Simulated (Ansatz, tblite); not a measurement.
Removing and adding an electron: the cluster AsSe₂ (the lowest doublet isomer of a short search). Total charge 0; doublet. Geometry: PBE0-D4/def2-TZVP. Ansatz, gas phase; energy differences of separate SCF runs; the oxidised species is a singlet (the triplet lies 0.09 eV higher at PBE0-D4/def2-TZVP); the reduced species is a singlet (the triplet lies 0.70 eV higher at PBE0-D4/def2-TZVPD).

```xyz
3

As   -0.2821   -0.9141    0.9447
Se    0.1798    1.3064    0.3611
Se    0.1023   -0.3923   -1.3058
```

The xTB rows come from tblite. The structure comes from a short search, and lower isomers may exist.

```
               level  −HOMO (eV)  vertical IE (eV)  −LUMO (eV)  vertical EA (eV)  HOMO–LUMO gap (eV)  IE − EA (eV)                                    remarks
            GFN1-xTB           –             13.01           –              3.59                   –          9.43                                          –
   PBE-D4/def2-TZVPD        4.96                 –        3.89              1.26                1.07             –               HOMO above zero (-1 singlet)
r2SCAN-D4/def2-TZVPD        5.32                 –        3.64              1.27                1.68             –               HOMO above zero (-1 singlet)
   PBE0-D4/def2-TZVP        6.10              8.12        3.01                 –                3.08             –  restricted singlet, untested (+1 singlet)
```

(1) Estimate the rows for GFN2-xTB, PBE-D4/def2-TZVP, r2SCAN-D4/def2-TZVP, PBE0-D4/def2-TZVPD.

Answers

(1) 
```json
{"level": "GFN2-xTB", "−HOMO (eV)": "–", "vertical IE (eV)": "12.23", "−LUMO (eV)": "–", "vertical EA (eV)": "6.35", "HOMO–LUMO gap (eV)": "–", "IE − EA (eV)": "5.88", "remarks": "–"}
{"level": "PBE-D4/def2-TZVP", "−HOMO (eV)": "4.90", "vertical IE (eV)": "7.81", "−LUMO (eV)": "3.82", "vertical EA (eV)": "–", "HOMO–LUMO gap (eV)": "1.08", "IE − EA (eV)": "–", "remarks": "restricted singlet, untested (+1 singlet)"}
{"level": "r2SCAN-D4/def2-TZVP", "−HOMO (eV)": "5.28", "vertical IE (eV)": "8.09", "−LUMO (eV)": "3.60", "vertical EA (eV)": "–", "HOMO–LUMO gap (eV)": "1.69", "IE − EA (eV)": "–", "remarks": "restricted singlet, untested (+1 singlet)"}
{"level": "PBE0-D4/def2-TZVPD", "−HOMO (eV)": "6.14", "vertical IE (eV)": "–", "−LUMO (eV)": "3.08", "vertical EA (eV)": "1.34", "HOMO–LUMO gap (eV)": "3.06", "IE − EA (eV)": "–", "remarks": "HOMO above zero (-1 singlet)"}
```

   A HOMO above zero means that the electron is unbound at that level or that self-interaction error raises the level; the energy of removing that electron tells which. HOMO and LUMO are the levels of the spin that leaves or enters (xTB has no such levels and no spin-polarisation term). Other spin states of the ions may lie lower, which would lower the ionisation energy or raise the affinity. Raw xTB energy differences between charge states are shifted by several eV; the methods need an empirical correction for them.
